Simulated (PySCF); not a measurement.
C₅H₆Cl₂O₂.
Cartesian coordinates in Å at the GFN2-xTB level; atoms count from 1:
```xyz
15
C5H6Cl2O2 angstrom
O     -1.0972   -2.1525    1.5817
C     -0.5598   -1.2966    0.9402
C     -1.3543   -0.2260    0.2040
C     -0.5609    0.4847   -0.8741
Cl    -1.4566    1.9181   -1.4748
C      0.7961    0.8916   -0.3230
Cl     0.6074    1.9864    1.0839
C      1.5311   -0.3755    0.0983
O      0.7790   -1.2546    0.9093
H     -2.2551   -0.6891   -0.2002
H     -1.6709    0.4961    0.9628
H     -0.4121   -0.1604   -1.7458
H      1.3849    1.4372   -1.0627
H      1.8410   -0.9233   -0.8023
H      2.4231   -0.1280    0.6807
```

Vertical excitations from PySCF (density fitting, frozen core in the response, grid level 2 and gas phase unless stated; continuum runs use non-equilibrium linear response for the excitations) on a GFN2-xTB geometry. Reference run:

| settings | S1, eV (f) | S2, eV (f) | S3, eV (f) | S4, eV (f) | S5, eV (f) | S6, eV (f) | T1, eV (Tamm–Dancoff) | mean α (au) |
| --- | --- | --- | --- | --- | --- | --- | --- | --- |
| B3LYP/def2-SVPD, full TDDFT, 8 singlets | 5.56 (0.001) | 6.65 (0.015) | 6.82 (0.004) | 6.85 (0.001) | 6.93 (0.005) | 7.09 (0.000) | 5.07 | 90.8 |

Task: What do these settings give: (1) PBE0/def2-SVPD, IEF-PCM chloroform, TDA, 1 singlet; (2) X3LYP/cc-pVDZ, full TDDFT, 6 singlets?

Result: 
```csv
settings,"S1, eV (f)","S2, eV (f)","S3, eV (f)","S4, eV (f)","S5, eV (f)","S6, eV (f)","T1, eV (Tamm–Dancoff)",mean α (au)
"PBE0/def2-SVPD, IEF-PCM chloroform, TDA, 1 singlet",5.85 (0.001),–,–,–,–,–,–,111.6
"X3LYP/cc-pVDZ, full TDDFT, 6 singlets",5.60 (0.001),6.78 (0.016),7.04 (0.004),7.12 (0.004),7.19 (0.002),7.31 (0.000),5.07,73.9
```

(1) S1 moves by +0.29 eV; functional, environment and response scheme change together, so the shift can't be laid on one. (2) S1 moves by +0.04 eV; functional and basis change together, so the shift can't be laid on one. States are counted by energy in each run and needn't keep their character from row to row.

Task: Give the leading configurations of S1 (H = HOMO, L = LUMO) and the HOMO–LUMO gap of each run.

Result: 
```
                                          settings        S1 configurations (weight)  S1 (eV)  orbital gap (eV)  S1 − gap (eV)
           B3LYP/def2-SVPD, full TDDFT, 8 singlets  H→L 0.68, H→L+2 0.19, H→L+1 0.10     5.56              7.12          -1.56
PBE0/def2-SVPD, IEF-PCM chloroform, TDA, 1 singlet              H→L 0.75, H→L+1 0.16     5.85              7.89          -2.04
             X3LYP/cc-pVDZ, full TDDFT, 6 singlets              H→L 0.65, H→L+1 0.26     5.60              7.33          -1.73
```

The structure is a single GFN2-xTB conformer; no vibrational corrections.
